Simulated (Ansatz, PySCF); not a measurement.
THF cation (C4H8O), SMILES C1CCCO1 (connectivity only; charge and spin as stated), charge +1, multiplicity 2. Atoms are numbered in the order given.

```xyz
13

C     -0.7372    -0.2071     1.0076
C      0.7372     0.2071     1.0076
C      1.1534    -0.1001    -0.4156
O      0.0000     0.0000    -1.2089
C     -1.1534     0.1001    -0.4156
H     -1.3429     0.3363     1.7442
H     -0.8582    -1.2851     1.2028
H      1.3429    -0.3363     1.7442
H      0.8582     1.2851     1.2028
H      1.9395     0.5024    -0.9103
H      1.4877    -1.1595    -0.5759
H     -1.4877     1.1595    -0.5759
H     -1.9395    -0.5024    -0.9103
```
Charge +1, spin multiplicity 2.

The structure is a stationary point at PBE0-D3(BJ)/def2-SVP. The spin state was assumed, not searched. Other conformers were not sampled.

Two levels are set side by side: PBE-D3(BJ)/def2-SVP (Ansatz, a quantum-chemistry and plane-wave program) and PBE0-D3(BJ)/def2-SVP (Ansatz). Each level has its own optimised geometry; the coordinates shown are those of the second. Frequencies come from the Hessian of PySCF at each geometry. Differences are taken from unrounded values.

```csv
quantity,PBE0-D3(BJ)
mean bond length (Å),1.248
bond C1–C2 (Å),1.531
bond C1–C5 (Å),1.514
bond C2–C3 (Å),1.514
bond C3–O4 (Å),1.403
bond O4–C5 (Å),1.403
bond C1–H6 (Å),1.098
bond C1–H7 (Å),1.102
bond C2–H8 (Å),1.098
bond C2–H9 (Å),1.102
bond C3–H10 (Å),1.107
bond C3–H11 (Å),1.122
bond C5–H12 (Å),1.122
bond C5–H13 (Å),1.107
highest harmonic wavenumber (cm⁻¹),3184
mean harmonic wavenumber (cm⁻¹),1511
zero-point energy (kcal/mol),71.30
```

Problem. What does PBE-D3(BJ) give, and how far is it from PBE0-D3(BJ)? (An estimate is asked for; the answer gives what the named calculation found.)

Solution. 
```
quantity                            PBE-D3(BJ)  PBE-D3(BJ) minus PBE0-D3(BJ)
----------------------------------  ----------  ----------------------------
mean bond length (Å)                     1.258                         0.010
bond C1–C2 (Å)                           1.543                         0.012
bond C1–C5 (Å)                           1.521                         0.007
bond C2–C3 (Å)                           1.521                         0.007
bond C3–O4 (Å)                           1.414                         0.011
bond O4–C5 (Å)                           1.414                         0.011
bond C1–H6 (Å)                           1.106                         0.008
bond C1–H7 (Å)                           1.111                         0.009
bond C2–H8 (Å)                           1.106                         0.008
bond C2–H9 (Å)                           1.111                         0.009
bond C3–H10 (Å)                          1.118                         0.011
bond C3–H11 (Å)                          1.134                         0.011
bond C5–H12 (Å)                          1.134                         0.011
bond C5–H13 (Å)                          1.118                         0.011
highest harmonic wavenumber (cm⁻¹)        3091                           -93
mean harmonic wavenumber (cm⁻¹)           1454                           -58
zero-point energy (kcal/mol)             68.58                         -2.71
```

GGA bonds tend to be longer and softer than those of functionals with exact exchange. Differences between two approximate levels are no errors against the true value.
